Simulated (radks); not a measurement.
The numbers below are computed, except where a source is named.
Task: A nucleus of charge 45.4 with 45 electrons, configuration [Kr] 4d8 5s1. Level of theory: Dirac Kohn-Sham, PBEsol, spin-unpolarised, spherical densities, point nucleus; open shells are shared between the two j in proportion to 2j + 1 (a radial shooting solver on a logarithmic mesh with Libxc functionals). Some entries of the table are withheld. Estimate them.

| orbital | occ. | eigenvalue (eV) | <r^2> (bohr^2) |
|---|---|---|---|
| 1s1/2 | 2 | (1) | 0.001412 |
| 2s1/2 | 2 | -3416.162 | 0.02322 |
| 2p1/2 | 2 | -3166.196 | 0.01740 |
| 2p3/2 | 4 | -3015.934 | 0.01874 |
| 3s1/2 | 2 | -617.3001 | 0.1707 |
| 3p1/2 | 2 | -519.1474 | 0.1667 |
| 3p3/2 | 4 | -493.1553 | 0.1761 |
| 3d3/2 | 4 | -319.2295 | 0.1577 |
| 3d5/2 | 6 | -314.0780 | 0.1606 |
| 4s1/2 | 2 | -89.3147 | 1.056 |
| 4p1/2 | 2 | -59.2343 | 1.244 |
| 4p3/2 | 4 | -55.0823 | 1.321 |
| 4d3/2 | 3.2 | -10.6297 | (2) |
| 4d5/2 | 4.8 | -10.1900 | (3) |
| 5s1/2 | 1 | -7.3293 | 10.57 |

Result: 
(1) 1s1/2 eigenvalue (eV): -23465.64
(2) 4d3/2 <r^2> (bohr^2): 2.742
(3) 4d5/2 <r^2> (bohr^2): 2.831
